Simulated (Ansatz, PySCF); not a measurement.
Reaction R1 → P1, each structure at its B3LYP-D3(BJ)/def2-TZVP stationary point, reached from a drawn start; harmonic modes at that level show minima.
R1, C4H4 (SMILES C#CC=C) (charge 0, multiplicity 1):
```xyz
8

C     -1.14846     0.75025     0.54776
C     -0.58893    -0.32395    -0.01127
C      0.78767    -0.43095    -0.34122
C      1.94844    -0.55252    -0.63239
H     -0.56686     1.62988     0.78965
H     -2.20555     0.76925     0.77507
H     -1.20113    -1.19057    -0.24144
H      2.97493    -0.65148    -0.88635
```
P1, C4H4 (SMILES C=C=C=C) (charge 0, multiplicity 1):
```xyz
8

C      1.895    -0.297     0.315
C      0.616    -0.097     0.102
C     -0.616     0.097    -0.102
C     -1.894     0.297    -0.315
H      2.242    -0.873     1.165
H      2.648     0.106    -0.352
H     -2.242     0.873    -1.165
H     -2.648    -0.106     0.352
```

P less R. No zero-point or thermal terms.

Correlated levels freeze the cores. CBS(a, b) extrapolates the correlation energy as X⁻³ and adds the Hartree–Fock energy of set b.

Programs: Ansatz (an electronic-structure program); PySCF for the D3/D4 terms. All values are computed, each at the level named.

What is the computed reaction energy (CCSD(T)/CBS(cc-pVTZ, cc-pVQZ))?

35 kJ/mol

Predict the reaction energy from BLYP-D3(BJ)/def2-TZVPP.

7 kJ/mol

Predict the reaction energy from wB97M-V/def2-TZVPP.

30 kJ/mol
